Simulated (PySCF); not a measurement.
C3H8O2Si, SMILES O[SiH2]CC(C)=O. The structure is a stationary point at PBE0-D3(BJ)/def2-SVP. One conformer was computed; it need not be the lowest.

**Question.** Give the equilibrium geometry at PBE0-D3(BJ)/def2-SVP (PySCF confirms it by a frequency run) as bond lengths and angles. (An estimate is asked for; the answer gives what the named calculation found.)

**Answer.** One answer among several that fit: 
Atoms: C1 C2 O3 C4 Si5 O6 H7 H8 H9 H10 H11 H12 H13 H14. Bonded distances (Å): C1–C2 1.502, C1–H7 1.102, C1–H8 1.097, C1–H9 1.101, C2–O3 1.218, C2–C4 1.503, C4–Si5 1.904, C4–H10 1.100, C4–H11 1.104, Si5–O6 1.656, Si5–H12 1.497, Si5–H13 1.489, O6–H14 0.974. Bond angles (°): C2–C1–H7 109.6, C2–C1–H8 110.2, C2–C1–H9 110.1, H7–C1–H8 110.0, H7–C1–H9 106.8, H8–C1–H9 110.2, C1–C2–O3 121.4, C1–C2–C4 117.9, O3–C2–C4 120.8, C2–C4–Si5 109.0, C2–C4–H10 113.1, C2–C4–H11 108.0, Si5–C4–H10 113.0, Si5–C4–H11 104.7, H10–C4–H11 108.5, C4–Si5–O6 106.4, C4–Si5–H12 108.3, C4–Si5–H13 110.0, O6–Si5–H12 113.1, O6–Si5–H13 109.9, H12–Si5–H13 109.0, Si5–O6–H14 109.8.
